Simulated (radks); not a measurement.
Isoelectronic series with 5 electrons, each ion in its NIST ground configuration. Method: scalar-relativistic Kohn-Sham, PBE, spin-unpolarised, spherical densities, point nucleus; computed with a radial shooting solver on a logarithmic mesh with Libxc functionals. Total energies (hartree) and orbital eigenvalues (eV):

[
 {"ion": "B", "configuration": "[He] 2s2 2p1", "E (hartree)": "-24.60320", "2p": "-3.6068", "2s": "-9.4431"},
 {"ion": "C+", "configuration": "[He] 2s2 2p1", "E (hartree)": "-37.36567", "2p": "-17.0048", "2s": "-25.7584"},
 {"ion": "N2+", "configuration": "[He] 2s2 2p1", "E (hartree)": "-52.89322", "2p": "-37.5115", "2s": "-49.1599"},
 {"ion": "O3+", "configuration": "[He] 2s2 2p1", "E (hartree)": "-71.18412", "2p": "-64.9573", "2s": "-79.4903"},
 {"ion": "F4+", "configuration": "[He] 2s2 2p1", "E (hartree)": "-92.23967", "2p": "-99.2860", "2s": "-116.7051"},
 {"ion": "Ne5+", "configuration": "[He] 2s2 2p1", "E (hartree)": "-116.06252", "2p": "-140.4734", "2s": "-160.7902"},
 {"ion": "Mg7+", "configuration": "[He] 2s2 2p1", "E (hartree)": "-172.02472", "2p": "-243.3859", "2s": "-269.5711"},
 {"ion": "Al8+", "configuration": "[He] 2s2 2p1", "E (hartree)": "-204.17294", "2p": "-305.1063", "2s": "-334.2810"},
 {"ion": "Si9+", "configuration": "[He] 2s2 2p1", "E (hartree)": "-239.10606", "2p": "-373.6713", "2s": "-405.8856"},
 {"ion": "P10+", "configuration": "[He] 2s2 2p1", "E (hartree)": "-276.82983", "2p": "-449.0848", "2s": "-484.3991"},
 {"ion": "S11+", "configuration": "[He] 2s2 2p1", "E (hartree)": "-317.35050", "2p": "-531.3521", "2s": "-569.8381"},
 {"ion": "Cl12+", "configuration": "[He] 2s2 2p1", "E (hartree)": "-360.67483", "2p": "-620.4797", "2s": "-662.2205"},
 {"ion": "Ar13+", "configuration": "[He] 2s2 2p1", "E (hartree)": "-406.81006", "2p": "-716.4749", "2s": "-761.5664"},
 {"ion": "K14+", "configuration": "[He] 2s2 2p1", "E (hartree)": "-455.76394", "2p": "-819.3460", "2s": "-867.8972"},
 {"ion": "Ca15+", "configuration": "[He] 2s2 2p1", "E (hartree)": "-507.54472", "2p": "-929.1021", "2s": "-981.2363"},
 {"ion": "Sc16+", "configuration": "[He] 2s2 2p1", "E (hartree)": "-562.16116", "2p": "-1045.753", "2s": "-1101.608"},
 {"ion": "Ti17+", "configuration": "[He] 2s2 2p1", "E (hartree)": "-619.62254", "2p": "-1169.309", "2s": "-1229.040"},
 {"ion": "V18+", "configuration": "[He] 2s2 2p1", "E (hartree)": "-679.93867", "2p": "-1299.782", "2s": "-1363.559"}
]
